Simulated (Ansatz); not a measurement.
Reaction (formal exchange of groups at a B–C bond): `CC(C)B(O)O` + `[SbH3]` → `O[B](O)[SbH2]` + `CCC`

Program: Ansatz. Geometries: PBE0-D4/def2-TZVP. ΔE: electronic, gas phase. CCSD(T)/CBS is the MP2 limit (def2-TZVPP, def2-QZVPP) plus CCSD(T) − MP2 in def2-TZVPP, frozen cores. Functionals use def2-TZVPP. Elements past krypton have def2 core potentials. For Sb outer-core shells are correlated without core-valence functions, which leaves a few kJ/mol of doubt a bond. One conformer a species, not always the lowest.

| species | PBE-D4 energy (Eh) |
| --- | --- |
| `CC(C)B(O)O` | -294.91443 |
| `[SbH3]` | -242.01746 |
| `O[B](O)[SbH2]` | -417.92127 |
| `CCC` | -119.00868 |

Task: Work out ΔE.

Result: ΔE = (-417.92127) + (-119.00868) − (-294.91443) − (-242.01746) = 0.00194 Eh = +5.1 kJ/mol. CCSD(T)/CBS gives +6.6 kJ/mol.

Largest T1 diagnostic among the species: 0.014.

From PBE to PBE0 (25 % exact exchange), in def2-TZVPP and without D4, ΔE moves by +3.3 kJ/mol. The D4 term adds +3.8 kJ/mol with B3LYP and +2.4 kJ/mol with PBE0; it sums over pairs of atoms, weighted by their polarisabilities, and B3LYP, whose exchange is more repulsive, gets the larger term.

B3LYP here is the variant with VWN-RPA as its local correlation; programs differ in this.
